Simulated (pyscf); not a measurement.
Optimised with ωB97X-D3(BJ)/def2-SVP in PySCF. MP2 and CC: frozen core, UHF for open shells. ΔMP2 is the change of the MP2 total energy from the triple- to the quadruple-zeta basis.

Problem. Estimate by transition-state theory (the high-pressure limit) the rate constant of `[CH2]=[CH][CH2+]` -> `[CH2]=[C+][CH3]` (singlet surface; C–H broken, C–H formed) at 600 K, with CCSD(T)/def2-TZVPP + ΔMP2(QZVPP) energies (ideal gas, 1 atm, RRHO with modes under 100 cm⁻¹ raised to 100, one conformer, R ln 2 for rigid chiral ones; no tunnelling).

Solution. The electronic barrier is 29.2 kcal/mol and the thermal terms add -4.2, so ΔG‡ = 25.0 kcal/mol. With k_BT/h = 1.25e+13 s⁻¹ and RT = 1.192 kcal/mol, k = 9.5e+03 s⁻¹, a half-life of 7.3e-05 s through this channel alone. Wigner's tunnelling factor for 778i cm⁻¹ would be 1.14. A shift of 1 kcal/mol in the barrier changes k by a factor 2.3. This is the saddle that the search found; another between the same sides may lie lower. The CCSD(T) − MP2 part came from Ansatz, without density fitting, on the same reference.
